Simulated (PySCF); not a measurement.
MoH5, SMILES [MoH5] (connectivity only; charge and spin as stated), neutral, multiplicity 2.

Coordinates come from a PBE-D3(BJ)/def2-TZVPD optimisation. The spin state was assumed, not searched. The def2 effective core potentials stand for the cores of Mo; spin–orbit coupling is left out.

These are CAM-B3LYP/def2-TZVPD in PySCF values and carry that method's errors.

Gas-phase values at a fixed geometry.

Computed frontier levels, dipole moment and polarisability:
```
Property                                                                                                         Value
---------------------------------------------------------------------------------------------  -----------------------
α spin, highest occupied and lowest empty level                                                     -8.42 and -1.60 eV
β spin, highest occupied and lowest empty level                                                     -9.63 and -1.34 eV
dipole moment                                                                                                0.259 e·Å
quadrupole, principal values (traceless, Buckingham form, about the centre of nuclear charge)   -1.20, -0.72, 1.92 D·Å
mean static polarisability                                                                        51.8 bohr³ (7.67 Å³)
polarisability, principal values                                                                49.5, 52.5, 53.3 bohr³
⟨S²⟩                                                                                           0.759 (pure state 0.75)
```
